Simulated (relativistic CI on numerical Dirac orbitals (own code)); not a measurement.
# Energy levels of Pr⁵⁺

Computed by Dirac-Coulomb-Breit CI, separate exchange-only KLI orbitals for each configuration, a model potential for QED, valence Slater integrals scaled by 0.85, P86 correlation energy added to each configuration (own radial code, finite nucleus).

Configurations in the expansion (outside the closed core [Kr] 4d10): 5s2 5p6, 5s2 5p5 4f, 5s2 5p5 5d, 5s 5p6 5d, 5s2 5p5 5f, 5s 5p6 4f, 5s2 5p5 5g, 5s2 5p5 6s, 5s2 5p5 6p, 5s 5p6 5f, 5s2 5p5 6d, 5s 5p6 5g, 5s2 5p5 7s, 5s2 5p5 7p, 5s2 5p5 6f, 5p6 4f 6s, 5s 5p6 6p, 5s2 5p5 7d, 5s 5p6 6s, 5s2 5p5 8s, 5p6 4f2, 5p5 4f3, 5p5 4f2 5d, 5p5 4f2 5f, 5p5 4f2 5g, 5p6 5d2, 5p5 4f 5d2, 5p5 5d3, 5p5 5d2 5f, 5p5 5d2 5g, 5p6 5f2, 5p5 4f 5f2, 5p5 5d 5f2, 5p5 5f3, 5p5 5f2 5g. Double excitations out of closed p, d and f shells are left out; levels of such configurations are missing from the list, as are those of other unlisted configurations, and high levels can miss mixing partners. These lack a partner that the ground configuration has and come out too high: 5s2 5p5 6s, 5s2 5p5 6p, 5s2 5p5 6d, 5s2 5p5 7s, 5s2 5p5 7p.

```csv
No.,Configuration,Term,J,E (cm⁻¹),%,Landé g,jj configuration (%)
1,5s2 5p6,1S,0,0,100,,closed (100)
2,5s2 5p5 4f,3D,1,64694,100,0.498,5p3/2^3 4f5/2 (100)
3,5s2 5p5 4f,3D,2,68321,90,1.121,5p3/2^3 4f5/2 (58)
4,5s2 5p5 4f,3G,4,71575,63,1.036,5p3/2^3 4f5/2 (99)
5,5s2 5p5 4f,3G,5,72127,100,1.200,5p3/2^3 4f7/2 (100)
6,5s2 5p5 4f,3D,3,73970,68,1.243,5p3/2^3 4f7/2 (70)
7,5s2 5p5 4f,3G,3,77434,44,0.913,5p3/2^3 4f5/2 (73)
8,5s2 5p5 4f,3F,4,81435,57,1.148,5p3/2^3 4f7/2 (98)
9,5s2 5p5 4f,1D,2,82506,59,0.866,5p3/2^3 4f7/2 (60)
10,5s2 5p5 4f,3G,3,102125,53,0.878,5p1/2 5p3/2^4 4f5/2 (95)
11,5s2 5p5 4f,3F,3,106038,45,1.130,5p1/2 5p3/2^4 4f7/2 (92)
12,5s2 5p5 4f,3F,4,106600,40,1.114,5p1/2 5p3/2^4 4f7/2 (97)
13,5s2 5p5 4f,3F,2,107888,51,0.843,5p1/2 5p3/2^4 4f5/2 (96)
14,5s2 5p5 5d,3P°,0,202297,100,,5p3/2^3 5d3/2 (100)
15,5s2 5p5 5d,3P°,1,205719,92,1.424,5p3/2^3 5d3/2 (75)
16,5s2 5p5 5d,3F°,4,211486,98,1.250,5p3/2^3 5d5/2 (98)
17,5s2 5p5 5d,3P°,2,212338,73,1.397,5p3/2^3 5d5/2 (60)
18,5s2 5p5 5d,3F°,3,213015,73,1.090,5p3/2^3 5d3/2 (92)
19,5s2 5p5 5d,3F°,2,218248,44,0.892,5p3/2^3 5d3/2 (61)
20,5s2 5p5 5d,3D°,3,226208,62,1.208,5p3/2^3 5d5/2 (97)
21,5s2 5p5 5d,3D°,1,237979,88,0.596,5p1/2 5p3/2^4 5d3/2 (40)
22,5s2 5p5 5d,3F°,2,242659,49,0.845,5p1/2 5p3/2^4 5d3/2 (87)
23,5s2 5p5 5d,3D°,2,249803,49,1.198,5p1/2 5p3/2^4 5d5/2 (91)
24,5s2 5p5 5d,1F°,3,251557,45,1.118,5p1/2 5p3/2^4 5d5/2 (92)
25,5s 5p6 4f,3F°,2,277658,94,0.667,5s 4f5/2 (94)
26,5s 5p6 4f,3F°,3,278211,90,1.078,5s 4f5/2 (76)
27,5s 5p6 4f,3F°,4,279648,98,1.250,5s 4f7/2 (98)
28,5s 5p6 4f,1F°,3,285155,94,1.004,5s 4f7/2 (78)
29,5s2 5p5 5d,1P°,1,291777,91,0.980,5p1/2 5p3/2^4 5d3/2 (55)
30,5s2 5p5 6s,3P°,2,304697,100,1.501,5p3/2^3 6s (100)
31,5s2 5p5 6s,1P°,1,307668,60,1.201,5p3/2^3 6s (99)
32,5s2 5p5 6s,3P°,0,336097,100,,5p1/2 5p3/2^4 6s (100)
33,5s2 5p5 6s,3P°,1,337868,59,1.299,5p1/2 5p3/2^4 6s (99)
34,5s2 5p5 6p,3S,1,350107,71,1.840,5p3/2^3 6p1/2 (75)
35,5s2 5p5 6p,3D,2,354624,54,1.142,5p3/2^3 6p1/2 (99)
36,5s2 5p5 6p,3D,3,360704,100,1.334,5p3/2^3 6p3/2 (100)
37,5s2 5p5 6p,1P,1,361903,55,1.062,5p3/2^3 6p3/2 (75)
38,5s2 5p5 6p,3P,2,364959,69,1.347,5p3/2^3 6p3/2 (99)
39,5s2 5p5 6p,3P,0,371319,54,,5p3/2^3 6p3/2 (95)
40,5s2 5p5 6p,3D,1,385364,66,0.664,5p1/2 5p3/2^4 6p1/2 (95)
41,5s2 5p5 6p,3P,1,393522,60,1.433,5p1/2 5p3/2^4 6p3/2 (96)
42,5s2 5p5 6p,3D,2,393770,43,1.178,5p1/2 5p3/2^4 6p3/2 (96)
43,5s2 5p5 6p,1S,0,394200,53,,5p1/2 5p3/2^4 6p1/2 (95)
44,5s2 5p5 5f,3D,1,405361,49,0.501,5p3/2^3 5f5/2 (49)
45,5s 5p6 5d,3D,2,407628,48,1.153,5s 5d3/2 (31)
```

Energies count from the lowest computed level; ° marks odd parity. Filled j subshells are mostly left out of the jj labels.

The mean weight of the leading LS term, summed over parents, in these 45 levels is 70 %, and that of the leading jj configuration (from the same eigenvectors) 85 %, so jj coupling describes them better and the LS labels are nominal.

At this charge configurations can still be misplaced by up to about 7 % of their energy. Levels and lines within the n = 5 or 6 shells can be off by up to 10 % or somewhat more, and those that change n by about 2 %, since core polarisation is missing. Levels that differ in their count of f electrons can be misplaced by several ten thousand cm⁻¹, since the correlation energy of f electrons is missing or only estimated; rates across such gaps can be off by orders of magnitude.

LS names give the leading component of a level, which can be under half, so a name can repeat, a term be missing and a line seem to break the LS rules.
